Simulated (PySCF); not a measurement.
Isomers C$_{5}$H$_{7}$ClO$_{2}$:

A. SMILES COC(=O)/C=C/CCl
B. ethyl 2-chloroacrylate (SMILES O(C(C(=C)Cl)=O)CC)
C. SMILES COC(C(=C)CCl)=O

Spectrum 1. ¹³C{¹H} NMR (computed): δ 170.8 (C), 146.2 (C), 139.7 (CH2), 52.2 (CH3), 49.3 (CH2).

Spectrum 2. ¹³C{¹H} NMR (computed): δ 168.2 (C), 143.6 (C), 134.0 (CH2), 65.3 (CH2), 15.8 (CH3).

Spectrum 3. ¹³C{¹H} NMR (computed): δ 172.8 (C), 152.7 (CH), 131.1 (CH), 53.9 (CH3), 50.4 (CH2).

Non-relativistic, isolated molecule, a single conformation, one averaged value for each set of equivalent atoms. Shieldings: GIAO PBE0/pcSseg-1; structure optimised with GFN2-xTB; PySCF 2.14.0 with density-fitted response routines.

References, each an isolated molecule treated in the same way: ¹³C vs TMS. Shifts are as computed. Against solution values, carbons near 30 ppm lie about +3 ppm off and those near 130 ppm about +5 ppm; carbons on Cl a further +6 ppm (rms about the fit 2.1 ppm; single classes can miss by 10 ppm). Of 1328 compounds with measured shifts, 309 miss one by over three times the rms of a fit or turn the order of signals round; such compounds aren't used in these exercises. Signals without a measured value on file couldn't be tested in this way; 1H shifts scatter by 0.2 ppm about their fit, and single ones miss by 0.5 ppm. Carbons bonded to Cl come out too deshielded.

Q: Which spectrum belongs to which compound?

A: 1–C, 2–B, 3–A.

- Spectrum 1 (C): 5 ¹³C signals; δC 170.8 is an ester carbonyl carbon; δC 146.2 is an α carbon of a C=C–C=O unit.
- Spectrum 2 (B): 5 ¹³C signals; δC 168.2 is an ester carbonyl carbon; δC 143.6 is an α carbon of a C=C–C=O unit.
- Spectrum 3 (A): 5 ¹³C signals; δC 172.8 is an ester carbonyl carbon; δC 152.7 is a β carbon of a C=C–C=O unit.
